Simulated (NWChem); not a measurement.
# CsF; SMILES [F][Cs]

All runs: NWChem. The geometry was optimised at PBE0-D3(BJ)/def2-TZVP. def2 effective core potentials on Cs; no spin-orbit coupling. B3LYP is NWChem's, with the RPA form of VWN correlation.

Q: Taking B3LYP/def2-QZVP as the yardstick, which of these has the fewest basis functions while keeping “dipole (D)” within 0.2 D of it: B3LYP/def2-SVPD; B3LYP/def2-TZVPP; B3LYP/def2-TZVPD; B3LYP/def2-TZVP; B3LYP/def2-SVP?

A: B3LYP/def2-TZVP.
| level | basis functions | dipole (D) | relative time (rough) |
|---|---|---|---|
| B3LYP/def2-SVP | 38 | 7.50 | 1 |
| B3LYP/def2-SVPD | 50 | 8.25 | 1 |
| B3LYP/def2-TZVP | 60 | 7.84 | 2 |
| B3LYP/def2-TZVPP | 67 | 7.83 | 3 |
| B3LYP/def2-TZVPD | 72 | 7.94 | 4 |
| B3LYP/def2-QZVP | 105 | 7.89 | 10 |

The yardstick is one finite set, not the basis-set limit.
